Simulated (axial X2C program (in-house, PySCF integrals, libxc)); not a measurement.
# SbB⁻: properties at the nuclei

Calculated with an in-house all-electron X2C program for linear molecules (integrals from PySCF): two-component X2C with atomic mean-field Coulomb and Gaunt terms, Gaussian nuclei, basis Sb dyall-acv3z, B dyall-av3z with contracted cores.

R = 2.009 Å (near the PBE0 minimum at charge -1 of the determinant lowest at the starting distance; the state shown can have its own minimum elsewhere).

Input and command:
```json
{"zs": [51, 5], "q": -1, "bas": ["dyall-acv3z", "dyall-av3z"], "r0": 2.25, "levels": ["PBE0", "HF", "PBE50", "BP86", "LDA"], "nst": 3}
```
```bash
python soeom.py task.json out
```

Keys: zs atomic numbers; q charge; bas basis sets; r0 starting distance in Å; levels methods; nst determinants followed.

Determinant lowest in the PBE0 search, Ω = 1/2 (⟨Sz⟩ = 0.49, ⟨Lz⟩ = 0.01 at PBE0), spin on the atoms Sb -0.02, B 0.51:

```csv
level,Eeff magnitude (GV/cm),Ws magnitude Sb (kHz),A∥/gI Sb (MHz),qzz Sb (a.u.),A∥/gI B (MHz),qzz B (a.u.)
PBE0,1.83,1.99,128,0.21,200,-0.14
HF,0.479,0.201,732,-2.77,353,-0.15
PBE50,1.96,2.11,156,-0.02,209,-0.17
BP86,1.44,1.56,143,0.45,196,-0.12
LDA,1.22,1.3,226,0.37,205,-0.12
```

Determinant 0.72 eV from it at PBE0 and this distance, Ω = 3/2 (⟨Sz⟩ = 0.50, ⟨Lz⟩ = 1.00 at PBE0), spin on the atoms Sb 0.41, B 0.09:

```json
{"level": "PBE0", "Eeff magnitude (GV/cm)": "0.547", "Ws magnitude Sb (kHz)": "0.14", "A∥/gI Sb (MHz)": "276", "qzz Sb (a.u.)": "-5.19", "A∥/gI B (MHz)": "8.16", "qzz B (a.u.)": "-0.49"}
{"level": "HF", "Eeff magnitude (GV/cm)": "1.52", "Ws magnitude Sb (kHz)": "0.529", "A∥/gI Sb (MHz)": "227", "qzz Sb (a.u.)": "-5.24", "A∥/gI B (MHz)": "3.96", "qzz B (a.u.)": "-0.57"}
{"level": "PBE50", "Eeff magnitude (GV/cm)": "0.691", "Ws magnitude Sb (kHz)": "0.195", "A∥/gI Sb (MHz)": "268", "qzz Sb (a.u.)": "-5.27", "A∥/gI B (MHz)": "6.37", "qzz B (a.u.)": "-0.52"}
{"level": "BP86", "Eeff magnitude (GV/cm)": "0.405", "Ws magnitude Sb (kHz)": "0.0874", "A∥/gI Sb (MHz)": "302", "qzz Sb (a.u.)": "-5.04", "A∥/gI B (MHz)": "10.3", "qzz B (a.u.)": "-0.47"}
{"level": "LDA", "Eeff magnitude (GV/cm)": "0.254", "Ws magnitude Sb (kHz)": "0.0269", "A∥/gI Sb (MHz)": "317", "qzz Sb (a.u.)": "-5.18", "A∥/gI B (MHz)": "10.9", "qzz B (a.u.)": "-0.47"}
```

Eeff is the effective electric field on the electron electric dipole moment in this Ω state and Ws the scalar–pseudoscalar constant of the nucleus named (defined with the proton number Z and per Ω); A∥ (defined per Ω) follows by multiplying with gI = μI/(I μN); qzz is the electric field gradient, eQq0 = 234.96 MHz × Q/barn × qzz. The operators were transformed with the bare-nucleus X2C matrices; with these basis sets, hyperfine constants and field gradients can be off by tens of per cent, and where levels differ in sign neither size nor sign is settled.

Question: With gI(11B) = 1.7924, Q(11B) = 0.04059 barn (g factors from the IAEA table of nuclear moments by Stone; Q from Pyykkö, Mol. Phys. 2018), turn the PBE0 values of the first state into constants in MHz.

Answer: A∥(11B) = 200 × 1.7924 = 358 MHz; eQq0(11B) = 234.96 × (0.04059) × (-0.14) = -1.34 MHz.

Each state is one determinant with collinear spin. Unrestricted Hartree–Fock can overshoot spin polarisation at the nuclei. For an anion, determinants above electron detachment, or with a positive highest level, are held by the basis set. Where Eeff spreads by more than a factor of two the levels disagree and none is to be relied on. The search compared states at one distance, so a state with another bond length can lie lower. Further determinants of the search, some of them spin-mixed, are not shown. Where a field gradient or hyperfine factor spreads by more than a factor of two over the levels, a constant derived from it is not to be relied on. PBE0 term energies can be off by some tenths of an eV.
